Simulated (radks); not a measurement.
Trend from Sc to Zn: ionisation energy by Delta-SCF between NIST ground configurations, and size. Calculated with a radial shooting solver on a logarithmic mesh with Libxc functionals: Dirac Kohn-Sham, PBE, spin-unpolarised, spherical densities, point nucleus; open shells are shared between the two j in proportion to 2j + 1.

| species | configuration | IE (eV) | NIST (eV) | kind |
|---|---|---|---|---|
| Sc | [Ar] 3d1 4s2 | 6.897 | 6.561 | exp. |
| Ti | [Ar] 3d2 4s2 | 7.347 | 6.828 | exp. |
| V | [Ar] 3d3 4s2 | 7.197 | 6.746 | exp. |
| Cr | [Ar] 3d5 4s1 | 6.901 | 6.767 | exp. |
| Mn | [Ar] 3d5 4s2 | 8.416 | 7.434 | exp. |
| Fe | [Ar] 3d6 4s2 | 8.729 | 7.902 | exp. |
| Co | [Ar] 3d7 4s2 | 6.471 | 7.881 | exp. |
| Ni | [Ar] 3d8 4s2 | 6.319 | 7.640 | exp. |
| Cu | [Ar] 3d10 4s1 | 8.149 | 7.726 | exp. |
| Zn | [Ar] 3d10 4s2 | 9.889 | 9.394 | exp. |

Reference values: NIST Atomic Spectra Database (measured). Spin polarisation and multiplet splitting are left out, so open shells lie too high by an amount that depends on their filling.

Beside tabulated values, note that spin-unpolarised runs miss the spin-polarisation part of the exchange energy of open shells.
